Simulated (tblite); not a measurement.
Compound: C5H11FSi.
Cartesian coordinates in Å at the GFN2-xTB level; atoms count from 1:
```
atom  x, y, z in Å
C1    -0.9878    1.5415   -0.8281
C2    -1.2707    0.3051   -0.4363
C3    -2.6192   -0.0354    0.1220
Si4   -0.0582   -1.1394   -0.5602
C5     1.7058   -0.5011   -0.9830
C6     2.3956    0.2403    0.1491
F7     2.4782   -1.6167   -1.3111
H8    -1.7088    2.3433   -0.7607
H9    -0.0272    1.8102   -1.2346
H10   -2.5185   -0.4046    1.1409
H11   -3.0771   -0.8280   -0.4667
H12   -3.2809    0.8283    0.1258
H13   -0.4619   -2.0674   -1.6222
H14    0.0168   -1.8461    0.7252
H15    1.7141    0.1117   -1.8922
H16    2.4714   -0.4021    1.0231
H17    3.3998    0.5432   -0.1432
H18    1.8200    1.1234    0.4110
```

All values are computed: GFN2-xTB (tblite) harmonic vibrations without scaling, gas phase. This tight-binding method is rough: wavenumbers can miss measured ones by several per cent, in bad cases by 10 to 20. Modes of hydrogen on silicon can be 10 to 20 % off. One conformer, not necessarily the lowest.

Harmonic wavenumbers (cm⁻¹): 32.8, 65.4, 105.7, 133.5, 193.0, 226.2, 252.5, 303.3, 314.0, 390.9, 415.4, 511.7, 574.2, 634.9, 674.8, 686.3, 728.6, 771.6, 907.1, 914.0, 965.2, 997.5, 1013.6, 1039.5, 1066.9, 1120.7, 1218.8, 1251.2, 1299.3, 1398.9, 1402.0, 1424.5, 1480.1, 1480.4, 1489.5, 1499.7, 1680.1, 2221.1, 2240.6, 2905.8, 3012.1, 3020.4, 3024.5, 3028.2, 3041.5, 3050.0, 3066.9, 3110.7.

A = 3932, B = 1145, C = 993.3 MHz; mass 118.061 u (most abundant isotopes); point group C1, symmetry number 1.

Task: What is the zero-point energy?

Result: ½Σν̃ = 31193 cm⁻¹ = 89.19 kcal/mol.

Task: Give the ideal-gas entropy at 298.15 K and 1 bar in the rigid-rotor, harmonic-oscillator model (classical rotation).

Result: Translation 40.24, rotation 28.67, vibration 30.31: S = 99.2 cal/(mol K).

Task: And Cp and H(298.15 K) − H(0)?

Result: Cp = 38.12 cal/(mol K), of which vibrations give 30.17 (their classical limit is 48 R = 95.4); H(298.15 K) − H(0) = 7.03 kcal/mol without the zero-point energy, 4.66 from vibrations.

Task: Which modes carry the vibrational entropy at 298.15 K?

Result: 32.8 cm⁻¹: 5.65; 65.4 cm⁻¹: 4.29; 105.7 cm⁻¹: 3.35; 133.5 cm⁻¹: 2.89; 193.0 cm⁻¹: 2.20; 226.2 cm⁻¹: 1.91 cal/(mol K); the other 42 give 10.02 together.

Task: What must be added to the electronic energy to get the Gibbs energy at 298.15 K and 1 bar?

Result: ZPE + [H(298.15 K) − H(0)] − T·S = 89.19 + 7.03 − 29.58 = 66.64 kcal/mol.

Hindered rotation and anharmonicity are outside this model. Other conformers, if any are populated, would add a mixing term that is left out. The structure is chiral; the term R ln 2 for an equal mix with its mirror image is left out.
